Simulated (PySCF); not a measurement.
## ZnF from Hartree–Fock to correlated methods

State: ²Σ⁺ (doublet), unpaired electrons σ ↑. Set-up: basis Zn def2-TZVPPD, F def2-TZVPPD; no relativity; PySCF 2.14. De refers to Zn + F in their high-spin ground configurations, without counterpoise correction. The functionals are run spin-unrestricted. A positive dipole means Zn(−)F(+).

| Level | Re (Å) | ωe (cm⁻¹) | De (eV) | μ (D) | CPU s a point (SCF and correlation, without the integrals) |
| --- | --- | --- | --- | --- | --- |
| UHF | 1.784 | 630 | 2.14 | -3.34 | 4.9 |
| UHF-MP2 | 1.780 | 609 | 3.42 | n/a | 7.8 |
| UHF-SCS-MP2 | 1.786 | 605 | 3.17 | n/a | n/a |
| PBE | 1.809 | 559 | 3.20 | -2.92 | 2.3 |
| revPBE | 1.822 | 545 | 3.00 | -2.96 | 1.4 |
| PW91 | 1.806 | 562 | 3.23 | -2.93 | 1.6 |
| TPSS | 1.800 | 574 | 3.18 | -2.90 | 2.5 |
| r²SCAN | 1.781 | 604 | 3.27 | -2.90 | 2.9 |
| r²SCANh | 1.778 | 612 | 3.18 | -2.99 | 3.7 |
| PBE0 | 1.788 | 597 | 3.03 | -3.09 | 5.5 |
| MN15 | 1.783 | 612 | 3.06 | -3.09 | 4.4 |
| LC-ωPBE | 1.777 | 618 | 3.45 | -3.03 | 4.2 |

(1) What does the step from GGA to meta-GGA do here, going from PBE to r²SCAN?

(2) What does second-order correlation do here, going from UHF to UHF-MP2?

Correlated steps freeze 6 core orbitals. The state is the lowest determinant that a PBE0 search found; another state may lie lower at other levels.

The whole job (state search and all levels along the bond) took about 4.6 min on 2 threads of Intel Xeon Platinum 8375C @ 2.90GHz (shared host), peak memory 4 GiB.

Results:

(1) r²SCAN less PBE: -2.8 pm in Re, +8.1 % in ωe, +0.07 eV in De. 

(2) UHF-MP2 less UHF: -0.4 pm in Re, -3.3 % in ωe, +1.28 eV in De. Correlation nearly always deepens the well. The bond shortens, as in weak, metallic or heavy-atom bonds, where dispersion and the correlation of outer-core electrons pull the atoms together.
